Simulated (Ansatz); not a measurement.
Two isomers of CH8NSbSi: A = `[CH3][Sb]([NH2])[SiH3]`, B = `N[CH]([SiH3])[SbH2]`.

Isolated molecules relaxed with PBE0-D4/def2-TZVP in Ansatz; ΔE leaves out vibrations. CCSD(T)/CBS adds triple-zeta CCSD(T) − MP2 to the extrapolated MP2 energy (def2 sets, frozen cores). Functionals use def2-TZVPP. B3LYP here is the variant with VWN-RPA as its local correlation; programs differ in this. def2 core potentials past Kr. For Sb outer-core shells are correlated without core-valence functions, which leaves a few kJ/mol of doubt a bond. One conformer a species, not always the lowest.

Question: Which isomer does CCSD(T)/CBS put lower? Give the gap. (An estimate is asked.)

Answer: Ansatz gave: A, by 115.2 kJ/mol.

Question: Give E(B) − E(A) in kJ/mol with B2PLYP, MP2/def2-TZVPP, B3LYP, CCSD/def2-TZVPP, HF/def2-TZVPP, CCSD(T)/def2-TZVPP, PBE-D4. (An estimate is asked.)

Answer: Ansatz gave: B2PLYP 114.0, MP2/def2-TZVPP 111.7, B3LYP 114.6, CCSD/def2-TZVPP 105.9, HF/def2-TZVPP 111.2, CCSD(T)/def2-TZVPP 106.0, PBE-D4 112.0. None reverses the order clearly.

Largest T1 diagnostic: 0.013.

The D4 term adds −3.2 kJ/mol with B3LYP and −1.4 kJ/mol with PBE0; it sums over pairs of atoms, weighted by their polarisabilities, and B3LYP, whose exchange is more repulsive, gets the larger term.
